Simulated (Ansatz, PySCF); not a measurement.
Gas-phase reaction (SMILES): C=CB(O)O [ethenylboronic acid] + Cl (HCl) -> OB(O)Cl [chloroboronic acid] + C=C (C2H4) [ethene]; hydrogen chloride cleaves one B-C bond, a model of a ligand-exchange step.

Geometries: B3LYP-D3(BJ)/def2-TZVP minima from Ansatz (a first-principles code), one conformer each, not searched for the lowest. Correlated levels leave the core frozen unless marked. Spin-orbit coupling is left out. Non-relativistic. Basis-set limits of correlation are two-point, X^-3; Hartree-Fock from the larger set. Thermal terms are rigid-rotor harmonic-oscillator values from B3LYP-D3(BJ) frequencies (Ansatz or PySCF) at 298.15 K and 1 atm. 1 Eh = 627.5095 kcal/mol.

```json
[
 {"species": "C=CB(O)O", "E, CCSD(T)/CBS(cc-pV(T+d)Z,cc-pV(Q+d)Z) (Ansatz) (Eh)": "-254.34143", "E, r2SCAN-D4/def2-TZVPD (Ansatz + dftd4) (Eh)": "-254.58056", "H - E (Eh)": "0.08326"},
 {"species": "Cl (HCl)", "E, CCSD(T)/CBS(cc-pV(T+d)Z,cc-pV(Q+d)Z) (Ansatz) (Eh)": "-460.37849", "E, r2SCAN-D4/def2-TZVPD (Ansatz + dftd4) (Eh)": "-460.78611", "H - E (Eh)": "0.01000"},
 {"species": "OB(O)Cl", "E, CCSD(T)/CBS(cc-pV(T+d)Z,cc-pV(Q+d)Z) (Ansatz) (Eh)": "-636.26434", "E, r2SCAN-D4/def2-TZVPD (Ansatz + dftd4) (Eh)": "-636.82488", "H - E (Eh)": "0.04002"},
 {"species": "C=C (C2H4)", "E, CCSD(T)/CBS(cc-pV(T+d)Z,cc-pV(Q+d)Z) (Ansatz) (Eh)": "-78.47456", "E, r2SCAN-D4/def2-TZVPD (Ansatz + dftd4) (Eh)": "-78.56153", "H - E (Eh)": "0.05494"}
]
```

Work out ΔE and ΔH at 298.15 K at the first level, then ΔH at the second.


1. ΔE = [(-636.26434) + (-78.47456)] - [(-254.34143) + (-460.37849)] = -0.01898 Eh = -11.9 kcal/mol at CCSD(T)/CBS(cc-pV(T+d)Z,cc-pV(Q+d)Z).
2. The terms H - E add up to 0.00170 Eh, so ΔH = (-0.01898 + (0.00170))×627.5095 = -10.8 kcal/mol.
3. At r2SCAN-D4/def2-TZVPD the same steps give ΔE = -12.4 and ΔH = -11.3 kcal/mol, a shift of -0.5 from the first level.
4. These values are not checked against measurement here, since the tables used lack a sound gas-phase enthalpy of formation for at least one species.
